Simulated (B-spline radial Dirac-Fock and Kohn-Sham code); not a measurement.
# Elastic and transport cross sections of thallium for electrons

The computed values come from a B-spline atomic structure program: relativistic (Dirac) partial waves in the static field of the Dirac-Fock atom with Furness-McCarthy exchange, without polarisation or absorption potentials. σ_tr1 and σ_tr2 weight the cross section with 1 − P₁ and 1 − P₂ of cos θ; "backward" is the share scattered beyond 90°.

| energy (eV) | σ (a₀²) | σ_tr1 (a₀²) | σ_tr2 (a₀²) | σ/σ_tr1 | backward (%) |
| --- | --- | --- | --- | --- | --- |
| 28600 | 1.72 | 0.0361 | 0.0687 | 47.6 | 0.50 |
| 30000 | 1.67 | 0.0336 | 0.0644 | 49.7 | 0.47 |
| 41800 | 1.36 | 0.0204 | 0.0409 | 67.0 | 0.31 |
| 50000 | 1.22 | 0.0155 | 0.0319 | 78.9 | 0.25 |
| 51600 | 1.20 | 0.0148 | 0.0305 | 81.2 | 0.24 |
| 52500 | 1.19 | 0.0144 | 0.0297 | 82.5 | 0.24 |
| 60500 | ? | ? | ? | ? | ? |
| 78600 | 0.930 | 0.00778 | 0.0168 | 119 | 0.14 |
| 100000 | 0.807 | 0.00539 | 0.0119 | 150 | 0.11 |
| 107000 | 0.776 | 0.00486 | 0.0108 | 160 | 0.096 |
| 137000 | 0.675 | 0.00334 | 0.00759 | 202 | 0.070 |
| 151000 | 0.640 | 0.00288 | 0.00660 | 223 | 0.061 |
| 200000 | 0.554 | 0.00188 | 0.00441 | 295 | 0.042 |
| 300000 | 0.462 | 0.00102 | 0.00247 | 451 | 0.024 |

Q: Fill in the row for 60.5 keV.

A: σ = 1.09 a₀², σ_tr1 = 0.0116 a₀², σ_tr2 = 0.0244 a₀², σ/σ_tr1 = 93.9, backward 0.20 %. The ratio σ/σ_tr1 is roughly the number of elastic collisions that randomise the direction.
